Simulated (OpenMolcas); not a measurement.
Lines of La⁺: computed and rescaled rates

```json
{
  "Program": "OpenMolcas 26.06",
  "Method": "MS-CASPT2, IPEA 0.25 Eh, imaginary shift 0.1 Eh (closed shells correlated: 5s 5p)",
  "Basis": "ANO-RCC-VTZP [8s7p5d3f2g1h]",
  "Scalar Hamiltonian": "DKH2, point nucleus",
  "Active space": "2 electrons in 6 orbitals (5d 6s)",
  "State averaging": "2S+1 = 3 even, 15 roots; 2S+1 = 1 even, 21 roots",
  "Spin-orbit coupling": "state interaction with AMFI integrals over the reference wave functions, term energies averaged over their components"
}
```

Rates come from the transition moments of the reference wave functions (E1 and E2 in the length form). At fixed line strength A goes as λ^-3 for E1 and M1 and as λ^-5 for E2, so a rate at the computed wavelength can be rescaled to the measured one. Measured vacuum wavelengths follow from level energies in NIST Handbook of Basic Atomic Spectroscopic Data. Branching counts decays inside the model space alone, at computed energies, and the table is only a selection of the E2 and M1 lines, drawn from those between levels with measured partners whose computed energy lies within a factor of 1.5 of the measured one.

```
    Upper      Lower  Type  λ computed (nm)  λ measured (nm)  A computed (s-1)  A rescaled (s-1)  Branching %
  5d2 3P1    5d2 3P0    M1            19720            21350          2.21e-03          1.74e-03          2.8
5d 6s 3D2  5d 6s 3D1    M1            16910            14360          4.74e-03          7.74e-03         52.6
5d 6s 3D3  5d 6s 3D2    M1            14020            15180          6.17e-03          4.86e-03         24.6
  5d2 3F4    5d2 3F3    M1            10030            10480          2.00e-02          1.75e-02        100.0
  5d2 3F3    5d2 3F2    M1             9167             9842          2.71e-02          2.19e-02        100.0
  6s2 1S0    5d2 3P1    M1             6008             5965          1.24e-02                            3.6
5d 6s 3D2    5d2 3F3    M1             4617             6347          1.20e-03                           13.3
5d 6s 3D1    5d2 3F2    M1             3752             5277          2.05e-03                           30.6
5d 6s 3D1    5d2 3F2    E2             3752             5277          6.94e-04          1.26e-04         10.4
  5d2 3P0  5d 6s 3D2    E2             3275             3762          1.75e-03          8.75e-04          3.3
5d 6s 3D2    5d2 3F2    M1             3071             3859          5.04e-04                            5.6
5d 6s 3D2    5d2 3F2    E2             3071             3859          4.70e-04          1.50e-04          5.2
5d 6s 3D3    5d2 3F2    M1             2519             3077          3.01e-03                           12.0
  5d2 3P1  5d 6s 3D1    E2             2408             2616          3.68e-03          2.43e-03          4.7
  5d2 3P2    5d2 3F4    E2             1927             2349          1.39e-02          5.16e-03         12.4
  5d2 3P1    5d2 3F3    E2             1746             2127          2.02e-02          7.53e-03         25.9
  5d2 1G4    5d2 3F4    M1             1744             1817          5.21e-02                           44.0
  5d2 3P2    5d2 3F3    E2             1617             1919          9.66e-03          4.10e-03          8.7
  5d2 3P0    5d2 3F2    E2             1585             1905          5.02e-02          2.00e-02         94.8
  5d2 1G4    5d2 3F3    M1             1486             1549          5.09e-02                           43.1
  5d2 3P1    5d2 3F2    E2             1467             1749          1.87e-02          7.76e-03         24.0
  5d2 3P1    5d2 3F2    M1             1467             1749          8.93e-03                           11.4
  5d2 3P2    5d2 3F2    M1             1374             1606          2.58e-02                           23.1
  5d2 3P2    5d2 3F2    E2             1374             1606          4.73e-03          2.17e-03          4.2
  6s2 1S0    5d2 3F2    E2             1179             1352          6.18e-02                           18.0
```

Spin-changing lines and M1 lines between different terms are not rescaled, since their strength hangs on the term gaps too.

The largest correction is for 5d 6s 3D1 → 5d2 3F2 (E2): 6.94e-04 × (3752 / 5277)^5 = 1.26e-04 s-1, a factor of 0.18.

The computed rate and branching of 5d2 3F3 → 5d2 3F2 give the upper level a radiative lifetime of 1.000 / 2.71e-02 s-1 = 3.69e+01 s, counting decays inside the model space alone. The rescaled rate gives about 4.6e+01 s.

The computed order of these levels differs from the measured one in 2 places, and where term gaps are wrong the rates of spin-changing lines can be off by large factors.

These are rates of the free ion; in crystals, glasses and complexes forced electric-dipole and non-radiative decay shorten such lifetimes by orders of magnitude. No measured rate stands beside these. Rescaling mends the energy factor alone: line strengths can still be far off where a level mixes with configurations outside the active space, and weak or spin-changing lines hang on small mixing coefficients that depend on the term gaps too, so rescaling need not improve them.

CASPT2 does not keep the components of a term degenerate, so their means are used; among the terms shown or strongly mixed into the levels shown the widest spread is 920 cm-1 (5d2 1G). Over all roots computed the reference weight is 0.85 to 0.93; the roots of lowest weight are the least certain, and an intruder state may touch them. Configurations are named by rounded mean occupations; where the s occupation lies near a half they are strongly mixed, a name can repeat and a true partner stay unpaired. A single d shell beside an s shell can misplace configurations of different d count against each other. The CASPT2 spread within a term exceeds the gap to the next term for 5d2 1D and 5d2 3F, 5d2 3P and 5d2 1G, 5d2 1G and 6s2 1S, so the order of their levels is uncertain, and so are names and mixing where such terms share a J. Some terms miss by over 15 % even with CASPT2, which points to a basis or an active space too small for the shells correlated. Measured partners are found by configuration, term and J. A level has none where our copy of the source lacks it or the pairing is in doubt (some pairs that miss far off the trend of their configuration count as doubtful). Only configurations of the active space appear.
